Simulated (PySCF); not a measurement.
Species: (Cl)3Sn-S-SiH3.
Bonds: Sn1–Cl2, Sn1–Cl3, Sn1–Cl4, Sn1–S5, S5–Si6. Hydrogens: H7, H8, H9 on Si6.

Computed with PySCF 2.14.0, PBE0-D3(BJ)/def2-SVP geometry optimisation, gas phase, def2 core potentials past Kr.

Question: What internal coordinates does the optimisation give?

Answer: 
```csv
bond,length (Å)
"Sn1–Cl2, Sn1–Cl4",2.321
Sn1–Cl3,2.332
Sn1–S5,2.378
S5–Si6,2.174
"Si6–H7, Si6–H8, Si6–H9",1.488
```

Bonds in one row agree within 0.01 Å and their mean is given. A selection of angles:
```csv
angle,degrees
Cl2–Sn1–Cl3,106.5
Cl2–Sn1–S5,112.2
Cl3–Sn1–Cl4,109.2
Cl3–Sn1–S5,109.9
Sn1–S5–Si6,97.1
S5–Si6–H7,103.8
S5–Si6–H8,111.1
S5–Si6–H9,109.5
H7–Si6–H8,110.9
H8–Si6–H9,110.4
```

Torsions: Cl2–Sn1–S5–Si6 -81° (synclinal).

Si6 (silicon bonded to S and 3 H) is distorted tetrahedral (angles from 103.8° to 111.1°). Sn1 (tin bonded to 3 Cl and S) is tetrahedral (angles from 106.5° to 112.2°).

Point group: C1 (no symmetry element, even within 0.4 Å). No PBE0-D3(BJ)/def2-SVP frequencies stand behind this structure, so it isn't proved a minimum.
